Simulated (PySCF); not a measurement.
Species: C4H7NO2S.
Geometry (PBE0-D3(BJ)/def2-SVP, Å), atoms numbered from 1 in this order:
```
atom  x, y, z in Å
C1    -2.6908    0.2230   -0.0512
S2    -1.3115   -0.8807   -0.2742
O3    -1.2657   -1.2813   -1.6776
O4    -1.3543   -1.8874    0.7825
C5     0.1359    0.1454    0.0384
C6     1.3633   -0.7475   -0.1129
C7     2.5972   -0.0123    0.1190
N8     3.5610    0.5984    0.3094
H9    -2.6952    0.6022    0.9784
H10   -2.6382    1.0306   -0.7919
H11   -3.5779   -0.3997   -0.2298
H12    0.1330    0.9679   -0.6912
H13    0.0473    0.5490    1.0574
H14    1.2979   -1.5865    0.5985
H15    1.3808   -1.1831   -1.1249
```

Computed with TDDFT CAM-B3LYP/def2-SVPD, vertical, gas phase, core orbitals frozen in the response in PySCF 2.14.0, density-fitted response routines.

Ground-to-excited transition dipoles (e·a0, same axes as the geometry; the sign carries no meaning), for the states with f of 0.002 or more among the lowest 6:

| state | E (hartree) | μx | μy | μz |
| --- | --- | --- | --- | --- |
| S2 | 0.2854 | 0.257 | 0.009 | 0.012 |
| S3 | 0.2929 | 0.379 | 0.001 | 0.017 |
| S5 | 0.2986 | 0.009 | 0.070 | -0.282 |
| S6 | 0.3113 | -0.540 | -0.028 | -0.026 |

(1) Work out the oscillator strengths.

(2) Label these states by symmetry in Cs.

(3) What angle do the transition dipoles of S2 and S6 make?

(4) How is the summed strength of these states shared among x, y and z?

(5) What peak molar absorption coefficient would the strongest computed level give as a lone Gaussian band 0.3 eV wide at half height?

Answers

(1) f = (2/3) ΔE |μ|² with ΔE in hartree (27.2114 eV).

```tsv
state	|μ|² (au)	|μ| (D)	f
S2	0.066	0.65	0.013
S3	0.144	0.97	0.028
S5	0.084	0.74	0.017
S6	0.293	1.38	0.061
```

(2) The ground state is totally symmetric, so the direction of μ fixes the label. Polarised normal to the mirror plane, so A″: S5. Polarised in the mirror plane, so A′: S2, S3 and S6.

(3) |cos θ| = |μa·μb| / (|μa| |μb|) = 1.00, so θ ≈ 1° (taken between 0 and 90°, since the signs are arbitrary).

(4) (2/3) Σ ΔE μα² gives 0.101 for x, 0.001 for y and 0.016 for z, 0.118 in all.

(5) ε(max) = 2.175×10⁸ f / FWHM, with the width in cm⁻¹. S6: 2.175×10⁸ × 0.0609 / 2420 ≈ 5500 L mol⁻¹ cm⁻¹.

Hardware: an Arm Neoverse V2 with one thread (shared host). Cost: 58 s wall.

One conformer stands for the species.
